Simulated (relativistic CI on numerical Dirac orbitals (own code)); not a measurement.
# Hyperfine structure of Cs⁵¹⁺, mass number 135

Method of calculation: Dirac-Coulomb-Breit CI, orbitals from a KLI potential per configuration, model QED (radiative potential, 1s self-energy scaled to tabulated hydrogen-like ionisation energies), unscaled Slater integrals (own radial code, finite nucleus).

Configurations in the expansion (outside the closed core 1s2): 2s2, 2s.2p, 2p2, 2p.3s, 2p.3p, 2s.3s, 2s.3p, 2s.3d, 2s.4s, 2s.4p, 2s.4d, 2s.4f, 3s2, 3s.3p, 3p2. Levels of other configurations are missing.

Nuclear spin I = 7/2, μ = 2.7283 μN, Q = 0.048 b (tables of Stone and Pyykkö). The electronic factors are computed for point nuclear moments, without core polarisation or the Bohr-Weisskopf and QED corrections.

```tsv
Level	E (eV)	A (GHz)	B (GHz)
2s.2p 3P°_1	131.19	3560	-4.64
2s.2p 3P°_2	502.94	1567	30.9
2s.2p 1P°_1	568.78	-985.5	20.1
2p2 3P_1	676.38	-112.1	15.4
2p2 1D_2	692.37	627	27
2p2 3P_2	1081.23	265.3	3.7
2s.3s 3S_1	5633.61	3549	-0.0235
2s.3p 3P°_1	5686.99	3009	-0.0434
```

Levels with J = 0, under 50 % of one LS term, or S terms without an open s electron are left out. Small factors come from cancelling terms and can be off by tens of per cent or more.

At this charge energies of transitions that change n are usually good to better than 1 %, and those within a shell (Δn = 0) to a few per cent.

(1) Give the hyperfine levels of 2s.2p 3P°_1 relative to its centre of gravity.

Answers

(1) With K = F(F + 1) − I(I + 1) − J(J + 1), E = AK/2 + B[¾K(K + 1) − I(I + 1)J(J + 1)]/[2I(2I − 1)J(2J − 1)]: F = 5/2: -16020, F = 7/2: -3557, F = 9/2: 12460 GHz.

LS names give the leading component of a level, which can be under half, so a name can repeat, a term be missing and a line seem to break the LS rules.
